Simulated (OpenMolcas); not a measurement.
Computed levels of 5d² in ions with 70 electrons, in cm-1 above ³F₂.

```json
{
  "Program": "OpenMolcas",
  "Method": "SS-CASPT2, IPEA 0.25 Eh, imaginary shift 0.1 Eh",
  "Basis": "ANO-RCC-VTZP",
  "Scalar Hamiltonian": "DKH2, point nucleus",
  "Spin-orbit coupling": "state interaction with AMFI integrals over the reference wave functions, term energies averaged over their components"
}
```

Active space for each ion: 2 electrons in 5 orbitals (5d); closed shells correlated by CASPT2: 5s 5p.

| Level | W4+ | Re5+ | Ir7+ |
| --- | --- | --- | --- |
| ³F₃ | 6460 | 8310 | 13120 |
| ³F₄ | 11870 | 14940 | 22350 |
| ³P₀ | 13580 | 15000 | 17840 |
| ³P₁ | 17270 | 19950 | 26280 |
| ¹G₄ | 23440 | 27570 | 37600 |
| ³P₂ | 23540 | 28380 | 40080 |
| ¹S₀ | 44580 | 51620 | 66600 |

Q: Estimate ³F₄, ³P₀, ³P₁ for Os6+ from its neighbours Re5+ and Ir7+.

A: ³F₄ is fine structure, which grows about as the fourth power of a screened charge, so the fourth roots are averaged: ((14940^0.25 + 22350^0.25) / 2)^4 = 18366. The calculation gives 18540, so the estimate is off by -0.9 %.
³P₀ is another term, which grows about linearly with the charge: (15000 + 17840) / 2 = 16420. The calculation gives 16380, so the estimate is off by +0.2 %; the measured value is 15837 (van het Hof, Joshi, Wyart and Sugar, J. Res. Natl. Inst. Stand. Technol. 100, 687 (1995)).
³P₁ is another term, which grows about linearly with the charge: (19950 + 26280) / 2 = 23115. The calculation gives 23000, so the estimate is off by +0.5 %; the measured value is 22098 (van het Hof, Joshi, Wyart and Sugar, J. Res. Natl. Inst. Stand. Technol. 100, 687 (1995)).

Mixed levels, with the weight of the term that names them: W4+ ³P₂ (68 %), Re5+ ³P₂ (63 %), Os6+ ³P₂ (60 %), Ir7+ ³P₂ (57 %).

Term energies are means over components that CASPT2 splits; among the terms shown or strongly mixed into the levels shown the widest spread is 550 cm-1 (5d² ¹G, Os6+). Terms from blocks run as CI alone lack orbitals of their own. Computed and measured levels are paired by configuration, term and J; levels that our copy of the source lacks, or whose pairing is in doubt (as where it misses far off the trend of its configuration), stay unpaired and out of the deviations. Only configurations of the active space appear.
